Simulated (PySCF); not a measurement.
# HSbO, singlet: data card

All numbers come from PySCF, PBE0, basis Sb def2-TZVP with ECP28, O def2-TZVP, H def2-TZVP (scalar-relativistic core potentials, no spin–orbit coupling, density fitting).

The structure is a minimum.

Coordinates in bohr (charge 0 multiplicity 1):
```
Sb    0.2827    0.0000   -0.2730
O    -2.3153    0.0000    1.9485
H     2.8367    0.0000    1.8274
```

| Quantity | Value |
| --- | --- |
| Point group | Cs |
| Bond lengths | Sb–H 1.750 Å, Sb–O 1.809 Å |
| Bond angles | H–Sb–O 100.0° |
| Entropy at 298.15 K and 1 bar | 257.4 J/(mol K) |
| Atomisation energy without zero-point energy | 622 kJ/mol |
| Principal polarisabilities | 28.9, 40.3, 46.6 bohr³ |
| Zero-point energy | 20.3 kJ/mol |
| Highest occupied level | -7.26 eV |
| Lowest empty level | -3.52 eV |
| Rotational symmetry number | 1 |
| Enthalpy at 298.15 K above 0 K | 10.37 kJ/mol |
| Dipole moment | 3.70 D |
| Rotational constants | 5.71, 0.3625, 0.3409 cm⁻¹ |
| Heat capacity Cp at 298.15 K | 39.1 J/(mol K) |
| Principal quadrupole moments (Buckingham, traceless) about the centre of mass | -6.93, 0.48, 6.45 D Å |

Harmonic modes (masses in u: Sb 120.904, O 15.995, H 1.008):
| symmetry | ω (cm⁻¹) | IR (km/mol) | type |
| --- | --- | --- | --- |
| a' | 703 | 25.4 | bend |
| a' | 871 | 45.2 | stretch |
| a' | 1814 | 308 | stretch |

Charges (e):
| atom | Mulliken | Löwdin | polar tensor | Mayer order to Sb1 |
| --- | --- | --- | --- | --- |
| Sb1 | 0.65 | 0.53 | 0.81 | – |
| O2 | -0.60 | -0.45 | -0.58 | 1.94 |
| H3 | -0.06 | -0.07 | -0.24 | 0.92 |

Mulliken populations on Sb1 (electrons outside its core potential): s 3.86, p 8.22, d 10.20, f 0.06.

Outer orbital energies (eV). occupied: -25.30, -15.15, -10.11, -8.98, -8.83, -7.26; empty: -3.52, -0.45, 0.46, 3.05.

Counting electrons, antimony keeps 2 of its valence electrons outside its bonds, so the VSEPR class is AX2E1 and the expected shape is bent; with unlike ligands the computed point group is Cs.

This need not be the most stable arrangement of these atoms.

The final relaxation and frequency run took 33 s on 2 threads of a shared Arm Neoverse N1 host, with 87 basis functions and 12 gradients; the process peaked at 0.82 GiB.
